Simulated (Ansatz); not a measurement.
Geometry optimisation, Ansatz 0.2.0, RKS PBE0-D4/6-31G*.

input.yaml

```yaml
crystal:
  periodic: [false, false, false]
  atoms:
    - { symbol: Si, position_ang: [-0.138388, 0.190414, 0.114161] }
    - { symbol: "N", position_ang: [-0.139883, 0.090919, 1.882444] }
    - { symbol: H, position_ang: [-0.57865, 0.886515, 2.332675] }
    - { symbol: H, position_ang: [0.768507, -0.107082, 2.288575] }
    - { symbol: Cl, position_ang: [1.683381, 0.516196, -0.752634] }
    - { symbol: Cl, position_ang: [-1.342828, 1.80049, -0.331113] }
    - { symbol: Cl, position_ang: [-1.040917, -1.414533, -0.796289] }
    - { symbol: O, position_ang: [1.268016, -2.043196, 1.268857] }
    - { symbol: H, position_ang: [1.322898, -2.805491, 0.676923] }
    - { symbol: H, position_ang: [0.371365, -2.10353, 1.670102] }
basis:
  gaussian: { orbitals: "6-31G*" }
hamiltonian:
  xc: pbe0
  dispersion: d4
relax:
  f_tol: 0.03
  max_steps: 50
```

Launched with:

```bash
$ ansatz run input.yaml --threads 4 --pin off --max-ram 5120MiB --backend cpu --events-out ev --progress --plain --runs-dir out
```

**Question.** Where does it end, and by what steps?

**Answer.** The run converged. After 19 steps the energy has fallen by 0.229 eV; H9 moved furthest, 0.96 Å.

| step | energy less start (eV) | largest force component (eV/Å) | accepted |
| --- | --- | --- | --- |
| 0 | 0.0000 | 1.401 | yes |
| 1 | -0.0501 | 0.960 | yes |
| 2 | -0.0368 | 1.764 | no |
| 3 | -0.0905 | 0.439 | yes |
| 4 | -0.1141 | 0.487 | yes |
| 5 | -0.1544 | 0.299 | yes |
| 6 | -0.1833 | 0.335 | yes |
| 7 | -0.1362 | 1.991 | no |
| 8 | -0.2006 | 0.127 | yes |
| 9 | -0.2092 | 0.299 | yes |
| 10 | -0.2083 | 0.798 | no |
| 11 | -0.2165 | 0.175 | yes |
| 12 | -0.2222 | 0.088 | yes |
| 13 | -0.2247 | 0.064 | yes |
| 14 | -0.2174 | 0.716 | no |
| 15 | -0.2273 | 0.107 | yes |
| 16 | -0.2273 | 0.155 | yes |
| 17 | -0.2280 | 0.136 | yes |
| 18 | -0.2285 | 0.052 | yes |
| 19 | -0.2288 | 0.015 | yes |

```xyz
10
Properties=species:S:1:pos:R:3
Si -0.294 0.323 0.102
N -0.200 0.270 1.782
H -0.166 1.119 2.329
H 0.294 -0.526 2.182
Cl 1.520 0.278 -0.886
Cl -1.257 2.038 -0.445
Cl -1.326 -1.306 -0.606
O 1.178 -2.261 1.670
H 1.889 -2.118 1.031
H 0.535 -2.805 1.195
```

Time of the run: 56 s on 4 threads of Intel(R) Xeon(R) Platinum 8259CL CPU @ 2.50GHz (Skylake/Cascade Lake), on a shared host, peak memory 0.33 GiB.
